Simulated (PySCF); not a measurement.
Work out the structure from these simulated measurements.

Formula: C7H6ClF3.

* NMR, other nuclei: isotropic shieldings of nuclei other than C and H, by class: 244 (3 F), 640 (1 Cl) ppm [GIAO PBE0/pcSseg-1]
* Rotational structure: rotational constants A, B, C: 1.357, 0.718, 0.594 GHz [GFN2-xTB]
* 1H NMR: chemical shifts (computed TMS as zero) by class: 6.60 (1 H), 6.26 (1 H), 6.04 (1 H), 5.98 (1 H), 5.70 (1 H), 5.54 (1 H) ppm [GIAO PBE0/pcSseg-1]
* 13C NMR: chemical shifts (computed TMS as zero) by class: 158.0 (1 C), 145.3 (1 C), 143.0 (1 C), 132.4 (1 C), 132.1 (1 C), 128.3 (1 C), 127.3 (1 C) ppm [GIAO PBE0/pcSseg-1]
* Dipole: 3.59 D [PBE0/pcSseg-1]

Gas-phase values; electronic properties from PySCF, density fitting. Levels stand in brackets. Isolated species at its GFN2-xTB geometry (one conformer only). Each NMR value is the plain mean over a class of atoms that symmetry, rotation or inversion makes alike.

Q: Propose a structure and show how it fits.

A: Numbering: `[CH2:1]=[CH:2]/[C:3](=[CH:4]/[C:5]([F:6])([F:7])[F:8])[C:9](=[CH2:10])[Cl:11]`. Its formula, C7H6ClF3, gives 3 degrees of unsaturation: 0 rings and 3 π bonds in the structure found. 7 carbons fall into 7 classes; from least to most shielded: fully substituted alkene carbon [C3] (158.0 ppm), vinylic C–Cl carbon [C9] (145.3 ppm), alkene CH carbon [C2] (143.0 ppm), terminal =CH2 carbon [C1] (132.4 ppm), CF3 carbon [C5] (132.1 ppm), alkene CH carbon [C4] (128.3 ppm), terminal =CH2 carbon [C10] (127.3 ppm). Hydrogen classes from least to most shielded: 1 H on an alkene CH carbon, C2 (6.60 ppm), 1 H on a terminal =CH2 carbon, C1 (6.26 ppm), 1 H on a terminal =CH2 carbon, C10 (6.04 ppm), 1 H on a terminal =CH2 carbon, C1 (5.98 ppm), 1 H on an alkene CH carbon, C4 (5.70 ppm), 1 H on a terminal =CH2 carbon, C10 (5.54 ppm). The other shieldings belong to: 244 ppm, fluorine of a CF3 group [F6/F7/F8]; 640 ppm, vinyl chlorine [Cl11]. The optimised geometry has point group C1 and is an asymmetric top. Structure: `C=C/C(=C/C(F)(F)F)C(=C)Cl`. The assignments are read from this structure; whether some other isomer fits the data as well wasn't checked.

The values belong to the conformer `[CH2:1]=[CH:2]/[C:3](=[CH:4]/[C:5]([F:6])([F:7])[F:8])[C:9](=[CH2:10])[Cl:11]`: C1–C2–C3–C4 -179°, C3–C4–C5–F6 36°, C2–C3–C9–C10 76°.
